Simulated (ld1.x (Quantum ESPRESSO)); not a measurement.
Which change was made? (S, TM)

* Element: sulfur
* Generator: ld1.x (Quantum ESPRESSO) 7.5
* Type: norm-conserving Troullier–Martins (Kleinman–Bylander form)
* Functional: BP86
* Relativity: scalar-relativistic
* Frozen core: [Ne]
* Valence charge: 6
* Reference configuration: 3s2 3p2 (charge +2)
* Partial waves: 3s (bound): rc 1.20 bohr; 3p (bound): rc 1.40 bohr; 3d channel at 0.5 Ry: rc 1.40 bohr
* Local potential: all-electron potential smoothed inside 0.95 bohr (lloc = -1)
* Core correction: none

Cutoffs, loose and tight: the cutoffs (Ry, on a coarse ladder) from which the occupation-weighted sum of valence levels, in a spherical-Bessel basis at the reference potential, stays within 10 and 1 mRy of its value at 400 Ry. They do not see the model core or the augmentation charge, which bear on the density cutoff. Test errors are all-electron minus pseudo excitation energies from the reference, over the configurations 3s2 3p4; 3s2 3p3; 3s2 3p1; 3s2 3p0; 3s2 3p3.5; 3s0 3p6; 3s2 3p4.3; variants that change the core or the reference have their own tests. The largest error is taken over the tests solved by every variant that gives reliable tests at all, those not shown here included: 3s0 3p6; 3s2 3p1; 3s2 3p3; 3s2 3p3.5; 3s2 3p4; 3s2 3p4.3.

The base gives: outcome: generated; cutoff, loose: 45 Ry; cutoff, tight: 110 Ry; bound ghosts: none; largest test error (meV): +86.

(1) After one change the result is: outcome: generated; cutoff, loose: 40 Ry; cutoff, tight: 60 Ry; bound ghosts: none; largest test error (meV): +43. Which change was it?
A. type RRKJ; local potential the d channel; rho0 0.01
B. all radii scaled by about 1.25 (s 1.50, p 1.76, d 1.76 bohr); local potential all-electron potential smoothed inside 1.20 bohr (lloc = -1)
C. local potential all-electron potential smoothed inside 0.80 bohr (lloc = -1)

Answers

(1) B. The others give: local potential all-electron potential smoothed inside 0.80 bohr (lloc = -1) → outcome: generated; cutoff, loose: 55 Ry; cutoff, tight: 110 Ry; bound ghosts: s; largest test error (meV): +46 | type RRKJ; local potential the d channel; rho0 0.01 → outcome: generated; cutoff, loose: 30 Ry; cutoff, tight: 80 Ry; bound ghosts: none; largest test error (meV): +49.
